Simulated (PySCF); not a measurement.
Se(Cl)(Et) (C2H5ClSe), SMILES C([Se]Cl)C. Atoms are numbered in the order given.

```xyz
9

Se    -0.1958     0.0637     0.7989
Cl     1.3134     1.0563    -0.4289
C     -0.5807    -1.3784    -0.4415
C     -1.2017    -0.9157    -1.7502
H     -1.2624    -2.0287     0.1338
H      0.3544    -1.9357    -0.5979
H     -0.5267    -0.2181    -2.2680
H     -2.1585    -0.4009    -1.5749
H     -1.3825    -1.7765    -2.4144
```
Charge 0, spin multiplicity 1.

Geometry optimised at ωB97X-D3(BJ)/def2-SVP. Other conformers were not sampled.

All values below come from PySCF with KT2/pcSseg-1.

GIAO shieldings, no solvent; atoms listed in one row are averaged. δ = σ(ref) − σ: ⁷⁷Se against Me2Se (σ = 1692.1 ppm); ³⁵Cl against HCl (σ = 945.4 ppm); ¹³C against TMS (σ = 185.1 ppm); ¹H against TMS (σ = 31.47 ppm), references at their B3LYP-D3(BJ)/def2-TZVP geometries, non-relativistic (without spin–orbit terms, shifts of atoms bonded to Cl or Br come out too high).

### Question
Estimate the chemical shifts. (The exact figures need the calculation; the answer reports its results.)

### Answer

```
nucleus       atoms  count  δ (ppm)
-------  ----------  -----  -------
⁷⁷Se            Se1      1   1263.3
³⁵Cl            Cl2      1    -54.8
¹³C              C3      1     45.3
¹³C              C4      1     19.8
¹H               H6      1     3.82
¹H               H5      1     2.81
¹H       H7, H8, H9      3     1.87
```
